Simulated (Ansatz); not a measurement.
Q: Name a neutral molecule of B, C, Ge, O, Si and H with HOMO energy (PBE/def2-TZVPP) between -5.95 and -5.65 eV and size of the dipole moment (B3LYP/def2-TZVPP) between 1.95 and 2.25 D (Ansatz, PBE0-D4/def2-TZVP geometry).

A: `B[SiH]([GeH3])C=O` (-5.68 eV, 2.23 D). Other molecules can fit too; these were computed, each in one conformer that needn't be the lowest.

B3LYP here is the variant with VWN-RPA as its local correlation; programs differ in this.
